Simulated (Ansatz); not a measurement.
Consider the ligand exchange at a B–N bond: `C[N]([GeH3])BF` + HBr → `FBBr` + `C[NH][GeH3]`.

Calculated with Ansatz (gas phase, PBE0-D4/def2-TZVP geometries, no zero-point term in ΔE). CCSD(T)/CBS adds triple-zeta CCSD(T) − MP2 to the extrapolated MP2 energy (def2 sets, frozen cores). Functionals use def2-TZVPP. B3LYP here is the variant with VWN-RPA as its local correlation; programs differ in this. HSE06 is defined as in plane-wave codes. For Br, Ge outer-core shells are correlated without core-valence functions, which leaves a few kJ/mol of doubt a bond. Scalar relativity is left out up to krypton. One conformer a species, not always the lowest.

| level | ΔE (kJ/mol) |
| --- | --- |
| B3LYP-D4 | 64.2 |
| revPBE | 47.7 |
| r2SCANh | 58.9 |
| HSE06 | 56.5 |
| LC-ωPBE | 60.8 |
| RPA@PBE/def2-TZVPP | 63.9 |
| SCS-MP2/def2-TZVPP | 62.2 |
| CCSD/CBS(def2) | 61.0 |

Problem. What does CCSD(T)/CBS give? (Best estimate.)

Solution. Computed: +61.4 kJ/mol. The listed levels differ from it by 2.8, -13.7, -2.5, -4.9, -0.6, 2.5, 0.8, -0.4 kJ/mol.

Problem. What do rigid-rotor, harmonic-oscillator terms from PBE0-D4/def2-TZVP frequencies (298.15 K, 1 bar) make of the CCSD(T)/CBS value? (An estimate is asked.)

Solution. The calculation gave: ΔZPE = +7.8 kJ/mol, ΔH = +67.0 kJ/mol, ΔS = 24 J/(mol·K), ΔG = +59.8 kJ/mol.

Largest T1 diagnostic among the species: 0.012.

From BLYP to BHLYP (50 % exact exchange), in def2-TZVPP and without D4, ΔE moves by +5.9 kJ/mol. In def2-TZVPP, CCSD(T) changes the Hartree–Fock value by +8.5 kJ/mol (the triples alone add +0.4 kJ/mol) and MP2 by +6.0 kJ/mol. At CCSD(T), def2-SVP lies +11.4 kJ/mol from the extrapolated value and def2-TZVPP +3.5 kJ/mol.
